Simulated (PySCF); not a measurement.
C2H5NO, charge -1, doublet, geometry from GFN2-xTB (a state made from the parent by changing its charge; the spin is typed, not shown lowest) (in this run its highest filled SCF level lies above zero, so its values depend strongly on the basis, on diffuse functions most of all); PBE0/6-31G run with PySCF.

The PySCF input:
```python
from pyscf import gto, scf, dft, solvent

mol = gto.Mole()
mol.atom = '''
    C    -1.210540   -0.569246   -0.440648
    C    -0.046759    0.297400    0.015254
    N     1.182684   -0.098533   -0.718309
    O     0.058642    0.672469    1.261566
    H    -1.080233   -1.648398   -0.202290
    H    -1.337440   -0.498243   -1.526110
    H    -2.127864   -0.235666    0.045668
    H     1.397318   -1.096422   -0.548005
    H     1.944089    0.419780   -0.281265
'''
mol.basis = '6-31g'
mol.charge = -1
mol.spin = 1
mol.verbose = 4
mol.build()

mf = dft.UKS(mol)
mf.xc = 'pbe0'
mf.kernel()
mf.analyze()
```

Write the output that PySCF gives for this input, abridged.


```
PySCF version 2.14.0

[INPUT] verbose = 4
[INPUT] num. atoms = 9
[INPUT] num. electrons = 33
[INPUT] charge = -1
[INPUT] spin (= nelec alpha-beta = 2S) = 1
[INPUT] symmetry False subgroup None
[INPUT] Mole.unit = angstrom
[INPUT] Symbol           X                Y                Z      unit          X                Y                Z       unit  Magmom
[INPUT]  1 C     -1.210540000000  -0.569246000000  -0.440648000000 AA   -2.287589062831  -1.075719037504  -0.832704037337 Bohr   0.0
[INPUT]  2 C     -0.046759000000   0.297400000000   0.015254000000 AA   -0.088361703859   0.562004549446   0.028825882304 Bohr   0.0
[INPUT]  3 N      1.182684000000  -0.098533000000  -0.718309000000 AA    2.234948851905  -0.186200384232  -1.357407282810 Bohr   0.0
[INPUT]  4 O      0.058642000000   0.672469000000   1.261566000000 AA    0.110817319397   1.270782237260   2.384014228063 Bohr   0.0
[INPUT]  5 H     -1.080233000000  -1.648398000000  -0.202290000000 AA   -2.041344520717  -3.115020764281  -0.382272697738 Bohr   0.0
[INPUT]  6 H     -1.337440000000  -0.498243000000  -1.526110000000 AA   -2.527395308038  -0.941542813482  -2.883929935960 Bohr   0.0
[INPUT]  7 H     -2.127864000000  -0.235666000000   0.045668000000 AA   -4.021080190322  -0.445344196872   0.086300012657 Bohr   0.0
[INPUT]  8 H      1.397318000000  -1.096422000000  -0.548005000000 AA    2.640548328925  -2.071937296948  -1.035579364892 Bohr   0.0
[INPUT]  9 H      1.944089000000   0.419780000000  -0.281265000000 AA    3.673795771780   0.793269232570  -0.531513818426 Bohr   0.0

nuclear repulsion = 117.615011774944
number of shells = 30
number of NR pGTOs = 108
number of NR cGTOs = 46
basis = 6-31g
ecp = {}

******** <class 'pyscf.dft.uks.UKS'> ********
method = UKS
initial guess = minao
damping factor = 0
level_shift factor = 0
DIIS = <class 'pyscf.scf.diis.CDIIS'>
diis_start_cycle = 1
diis_space = 8
diis_damp = 0
SCF conv_tol = 1e-09
SCF conv_tol_grad = None
SCF max_cycles = 50
direct_scf = True
direct_scf_tol = 1e-13
number electrons alpha = 17  beta = 16
XC library pyscf.dft.libxc version 7.1.2
    S. Lehtola, C. Steigemann, M. J. T. Oliveira, and M. A. L. Marques,  SoftwareX 7, 1–5 (2018)
XC functionals = pbe0
    C. Adamo and V. Barone,  J. Chem. Phys. 110, 6158 (1999)
    M. Ernzerhof and G. E. Scuseria,  J. Chem. Phys. 110, 5029 (1999)
radial grids:
    Treutler-Ahlrichs [JCP 102, 346 (1995); DOI:10.1063/1.469408] (M4) radial grids

becke partition: Becke, JCP 88, 2547 (1988); DOI:10.1063/1.454033
pruning grids: <function nwchem_prune>
grids dens level: 3
symmetrized grids: False
atomic radii adjust function: <function treutler_atomic_radii_adjust>
small_rho_cutoff = 0
Set gradient conv threshold to 3.16228e-05
tot grids = 105264
init E= -209.059167816671

cycle= 1 E= -208.630562184597  delta_E= 0.429  |g|= 0.648  |ddm|=  2.1
cycle= 2 E= -207.666781331906  delta_E= 0.964  |g|= 1.52  |ddm|= 7.21
cycle= 3 E= -208.797053291155  delta_E= -1.13  |g|= 0.235  |ddm|= 6.63
cycle= 4 E= -208.820997363607  delta_E= -0.0239  |g|= 0.0979  |ddm|= 0.389
cycle= 5 E= -208.825381827251  delta_E= -0.00438  |g|= 0.0188  |ddm|= 0.109
cycle= 6 E= -208.825574285202  delta_E= -0.000192  |g|= 0.00942  |ddm|= 0.05
cycle= 7 E= -208.825639264147  delta_E= -6.5e-05  |g|= 0.0029  |ddm|= 0.031
cycle= 8 E= -208.825649756575  delta_E= -1.05e-05  |g|= 0.000668  |ddm|= 0.0168
cycle= 9 E= -208.82565015625  delta_E= -4e-07  |g|= 0.000392  |ddm|= 0.00302
cycle= 10 E= -208.825650260572  delta_E= -1.04e-07  |g|= 8.49e-05  |ddm|= 0.00109
cycle= 11 E= -208.825650269836  delta_E= -9.26e-09  |g|= 1.42e-05  |ddm|= 0.000434
cycle= 12 E= -208.825650270098  delta_E= -2.63e-10  |g|= 3.24e-06  |ddm|= 7.99e-05
Extra cycle  E= -208.825650270111  delta_E= -1.21e-11  |g|= 1.85e-06  |ddm|= 1.72e-05
converged SCF energy = -208.825650270111  <S^2> = 0.75405597  2S+1 = 2.0040519
**** SCF Summaries ****
Total Energy =                        -208.825650270110600
Nuclear Repulsion Energy =             117.615011774944421
One-electron Energy =                 -524.705688795088236
Two-electron Energy =                  198.265026750033201
Two-electron Coulomb Energy =          226.488366902151455
DFT Exchange-Correlation Energy =      -28.223340152118258
**** MO energy ****
                             alpha | beta                alpha | beta
MO #1   energy= -18.9016770397098  | -18.8926951737564  occ= 1 | 1
MO #2   energy= -14.1571480299026  | -14.1568833073425  occ= 1 | 1
MO #3   energy= -10.0329926731206  | -10.0225138825421  occ= 1 | 1
MO #4   energy= -10.0157667054959  | -10.0158294504429  occ= 1 | 1
MO #5   energy= -0.759986275292534 | -0.742335335185585 occ= 1 | 1
MO #6   energy= -0.657010849914589 | -0.65030140799315  occ= 1 | 1
MO #7   energy= -0.531449037058537 | -0.526921519487457 occ= 1 | 1
MO #8   energy= -0.337892124212748 | -0.322166214242944 occ= 1 | 1
MO #9   energy= -0.280661630514149 | -0.273056805767868 occ= 1 | 1
MO #10  energy= -0.234340260545388 | -0.229119517026526 occ= 1 | 1
MO #11  energy= -0.221536805464667 | -0.213700218572732 occ= 1 | 1
MO #12  energy= -0.172027995493168 | -0.167811247471364 occ= 1 | 1
MO #13  energy= -0.146563675969723 | -0.135047579244683 occ= 1 | 1
MO #14  energy= -0.110262505072352 | -0.0757254885199878 occ= 1 | 1
MO #15  energy= -0.0400408845780844 | -0.01152959373128  occ= 1 | 1
MO #16  energy= 0.0132616391811817 | 0.0206976899902882 occ= 1 | 1
MO #17  energy= 0.123475093338764  | 0.255751414240619  occ= 1 | 0
MO #18  energy= 0.28926151063887   | 0.30309451402078   occ= 0 | 0
MO #19  energy= 0.328205954525373  | 0.333893327532388  occ= 0 | 0
MO #20  energy= 0.354745179991129  | 0.362822678604058  occ= 0 | 0
MO #21  energy= 0.365492089711539  | 0.372603945414348  occ= 0 | 0
MO #22  energy= 0.37692651003997   | 0.388574403725707  occ= 0 | 0
MO #23  energy= 0.456040662324727  | 0.468169985996008  occ= 0 | 0
MO #24  energy= 0.537938059793588  | 0.550548539474153  occ= 0 | 0
MO #25  energy= 0.561035103909237  | 0.576322162681241  occ= 0 | 0

To work with the spin densities directly, `use mulliken_meta_spin()` only printing them here.

 ** Mulliken spin pop alpha/beta on meta-lowdin orthogonal AOs **
 ** Mulliken Spin Density (per AO)  **
spin_pop of  0 C 1s        0.00000
spin_pop of  0 C 2s        0.00318
spin_pop of  0 C 3s        0.00011
spin_pop of  0 C 2px       0.00054
spin_pop of  0 C 2py      -0.01996
spin_pop of  0 C 2pz      -0.00006
spin_pop of  0 C 3px       0.00058
spin_pop of  0 C 3py       0.00155
spin_pop of  0 C 3pz      -0.00006
spin_pop of  1 C 1s       -0.00000
spin_pop of  1 C 2s        0.07902
spin_pop of  1 C 3s        0.00346
spin_pop of  1 C 2px       0.02364
spin_pop of  1 C 2py       0.33653
spin_pop of  1 C 2pz       0.10925
spin_pop of  1 C 3px      -0.00005
spin_pop of  1 C 3py       0.00121
spin_pop of  1 C 3pz       0.00015
spin_pop of  2 N 1s        0.00000
spin_pop of  2 N 2s        0.02027
spin_pop of  2 N 3s        0.00169
spin_pop of  2 N 2px      -0.00748
spin_pop of  2 N 2py      -0.01766
spin_pop of  2 N 2pz      -0.00085
spin_pop of  2 N 3px       0.00014
spin_pop of  2 N 3py       0.00086
spin_pop of  2 N 3pz       0.00019
spin_pop of  3 O 1s       -0.00000
spin_pop of  3 O 2s        0.00516
spin_pop of  3 O 3s        0.00014
spin_pop of  3 O 2px       0.00680
spin_pop of  3 O 2py       0.24294
spin_pop of  3 O 2pz       0.04660
spin_pop of  3 O 3px      -0.00015
spin_pop of  3 O 3py       0.00239
spin_pop of  3 O 3pz       0.00046
spin_pop of  4 H 1s        0.06782
spin_pop of  4 H 2s        0.00902
spin_pop of  5 H 1s        0.00245
spin_pop of  5 H 2s       -0.00002
spin_pop of  6 H 1s        0.00163
spin_pop of  6 H 2s       -0.00003
spin_pop of  7 H 1s        0.07164
spin_pop of  7 H 2s        0.00736
spin_pop of  8 H 1s       -0.00059
spin_pop of  8 H 2s        0.00013
 ** Mulliken Spin Density (per atom)  **
spin density of  0 C =     -0.01411
spin density of  1 C =      0.55321
spin density of  2 N =     -0.00285
spin density of  3 O =      0.30434
spin density of  4 H =      0.07684
spin density of  5 H =      0.00243
spin density of  6 H =      0.00160
spin density of  7 H =      0.07900
spin density of  8 H =     -0.00047
 ** Mulliken pop alpha/beta on meta-lowdin orthogonal AOs **
 ** Mulliken pop       alpha | beta **
In total            17.00000 | 16.00000
 ** Mulliken atomic charges   ( Nelec_alpha | Nelec_beta ) **
charge of  0C =     -0.35326  (     3.16957      3.18368 )
charge of  1C =      0.07382  (     3.23970      2.68648 )
charge of  2N =     -0.52974  (     3.76344      3.76629 )
charge of  3O =     -0.67472  (     4.48953      4.18519 )
charge of  4H =      0.02685  (     0.52499      0.44815 )
charge of  5H =      0.08037  (     0.46103      0.45860 )
charge of  6H =      0.08827  (     0.45666      0.45507 )
charge of  7H =      0.11765  (     0.48068      0.40167 )
charge of  8H =      0.17076  (     0.41439      0.41485 )

WARN: System has nonzero charge -1; the dipole moment is origin-dependent.
Location of origin: [0. 0. 0.]

Dipole moment(X, Y, Z, Debye):  0.04264, -2.10233, -1.38790
```
